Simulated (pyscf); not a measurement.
# `[F][WH]([F])([F])([F])[F]`, singlet

Gas-phase minimum from PySCF at ωB97X-D3(BJ)/def2-SVP, one conformer. 

SMILES: [F][WH]([F])([F])([F])[F]
```xyz
7

F     -1.9610    -0.1789    -2.1318
W     -0.6136     0.7649    -1.2859
F     -0.3994     1.2983     0.4713
F      0.7470     1.9721    -1.6440
F     -1.9226     2.0752    -1.3485
F      0.4644    -0.2885    -2.3589
H     -0.5833    -0.6392    -0.3667
```
Charge 0, spin multiplicity 1.

Bond lengths (Å): F1–W2 1.850, W2–F3 1.849, W2–F4 1.854, W2–F5 1.853, W2–F6 1.850, W2–H7 1.678. Bond angles (°): F1–W2–F3 131.8, F1–W2–F4 141.1, F1–W2–F5 80.3, F1–W2–F6 82.5, F1–W2–H7 80.6, F3–W2–F4 84.9, F3–W2–F5 84.8, F3–W2–F6 130.4, F3–W2–H7 73.7, F4–W2–F5 92.9, F4–W2–F6 80.3, F4–W2–H7 129.6, F5–W2–F6 142.6, F5–W2–H7 128.5 (the first ones only).

Properties at ωB97X-D3(BJ)/def2-SVP:

Harmonic wavenumbers, unscaled: 70, 203, 237, 261, 289, 327, 379, 634, 675, 719, 730, 756, 863, 1096, 2186 cm⁻¹
Zero-point energy: 13.5 kcal/mol
Rotational symmetry number: 1
Entropy of this conformer at 298 K and 1 atm, rigid rotor and harmonic oscillator, modes under 100 cm⁻¹ raised to 100: 355.6 J/(mol K)
Dipole moment: 0.76 D

Single-point totals, which compare only within one level:

```json
[
 {"level": "ωB97X-D3(BJ)/def2-TZVP", "total energy (hartree)": "-567.39057"},
 {"level": "PBE/def2-TZVP", "total energy (hartree)": "-566.94284"},
 {"level": "r²SCAN/def2-TZVP", "total energy (hartree)": "-567.20500"},
 {"level": "B3LYP-D3(BJ)/def2-TZVP", "total energy (hartree)": "-567.38087"},
 {"level": "PBE0-D3(BJ)/def2-TZVP", "total energy (hartree)": "-566.85922"},
 {"level": "M06-2X/def2-TZVP", "total energy (hartree)": "-567.03093"},
 {"level": "ωB97M-D3(BJ)/def2-TZVP", "total energy (hartree)": "-567.37144"}
]
```

Elements past Kr carry the def2 core potentials, without spin-orbit coupling.
